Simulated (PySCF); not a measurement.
Magnetic susceptibility: `F/C(=C(/C=C)C=O)C`, C6H7FO

Geometry:
```tsv
atom	x (Å)	y (Å)	z (Å)
C1	-1.358	-0.358	1.895
C2	-0.397	-0.523	0.995
C3	-0.394	0.080	-0.338
C4	-1.661	0.429	-1.002
O5	-2.767	0.219	-0.575
C6	0.771	0.292	-0.984
C7	2.147	0.025	-0.485
F8	0.758	0.806	-2.231
H9	-1.309	-0.844	2.855
H10	-2.221	0.254	1.706
H11	0.457	-1.145	1.226
H12	-1.521	0.913	-1.986
H13	2.368	-1.043	-0.530
H14	2.865	0.549	-1.112
H15	2.256	0.355	0.545
```

Method: GIAO B3LYP/pcSseg-1 magnetisability, rotational g tensor and spin-rotation constants, non-relativistic, gas phase in PySCF 2.14.0. Geometry: GFN2-xTB.

(1) What are the magnetisability and the molar susceptibility?

(2) Split it along the inertial axes a, b, c into diamagnetic and paramagnetic parts about the centre of mass, with the quadrupole moment.

(3) And the rotational g tensor?

Results:

(1) Isotropic -919 × 10⁻³⁰ J/T², or -55.3 × 10⁻⁶ cm³/mol; principal values -1172, -833, -751 × 10⁻³⁰ J/T², anisotropy 387 × 10⁻³⁰ J/T² (root of half the summed squared differences of the principal values). The susceptibility is in cgs units.

(2) 
```csv
axis,χ (10⁻⁶ cm³/mol),diamagnetic (10⁻⁶ cm³/mol),paramagnetic (10⁻⁶ cm³/mol),summed x² of all electrons (Å²),quadrupole Θ (D Å)
a,-45.3,-484.7,439.5,179.1,-2.74
b,-50.8,-815.1,764.3,101.2,+2.35
c,-69.9,-1189.2,1119.3,13.0,+0.39
```
Anisotropies 2χaa − χbb − χcc = +30.2 and 2χbb − χaa − χcc = +13.4 × 10⁻⁶ cm³/mol. Θ is traceless in Buckingham's convention.

(3) 
| axis | rotational constant (GHz) | g | nuclear part | electronic part |
| --- | --- | --- | --- | --- |
| a | 3.0570 | -0.0538 | 0.5773 | -0.6311 |
| b | 1.6127 | -0.0265 | 0.5526 | -0.5790 |
| c | 1.0729 | -0.0074 | 0.5568 | -0.5642 |

Asymmetric top; isotopes 12C, 19F, 1H, 16O; no vibrational averaging.
